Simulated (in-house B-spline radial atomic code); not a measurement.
# Functionals against ionisation energies along an isoelectronic series: Ca to Fe⁶⁺

Ionisation energies as differences of self-consistent total energies from an all-electron radial atomic-structure program (B-spline basis): all electrons, radial basis limit, scalar-relativistic (one-electron X2C), spin-polarised at highest spin, spherical densities; exact exchange is averaged over the determinants of each configuration. No spin-orbit coupling, Breit or QED terms. NIST's values run from ground level to ground level, so in open shells the differences also hold multiplet and fine-structure energies that spherical high-spin averages miss. Columns give computed minus NIST, in eV; a star marks a semi-empirical value. Species are left out where the tabulated value is theory, is uncertain by more than 0.12 eV, or (13 ions, such as In⁴⁺, Te⁴⁺ and Bi⁴⁺) lies off its series for all methods alike, which flatters the means a little.

| species | shell | NIST (eV) | PBE | PBEsol | TPSS | AM05 |
| --- | --- | --- | --- | --- | --- | --- |
| Ca | 4s | 6.11 | -0.02 | -0.07 | -0.11 | -0.14 |
| Sc⁺ | 4s | 12.80 | +0.35 | +0.29 | +0.06 | +0.27 |
| Ti²⁺ | 3d | 27.49 | +0.09 | +0.05 | -0.12 | +0.03 |
| V³⁺ | 3d | 46.71 ± 0.005 | -0.07 | -0.11 | -0.26 | -0.11 |
| Cr⁴⁺ | 3d | 69.46 ± 0.04* | ? | ? | ? | ? |
| Mn⁵⁺ | 3d | 95.60 ± 0.03 | -0.34 | -0.37 | -0.52 | -0.34 |
| Fe⁶⁺ | 3d | 124.97 | -0.42 | -0.46 | -0.62 | -0.42 |

(1) What are the differences for Cr⁴⁺ ([Ar] 3d2)?

(2) How do the methods rank, and which species is hardest?

Answers

(1) PBE -0.19; PBEsol -0.23; TPSS -0.38; AM05 -0.21 eV.

(2) Mean absolute (signed) differences: PBE 0.21 (-0.09) eV; AM05 0.22 (-0.13) eV; PBEsol 0.22 (-0.13) eV; TPSS 0.30 (-0.28) eV. For Fe⁶⁺, which loses a 3d electron, the nearest method is off by -0.42 eV, the largest such miss. The first two are tied within the accuracy of the references.
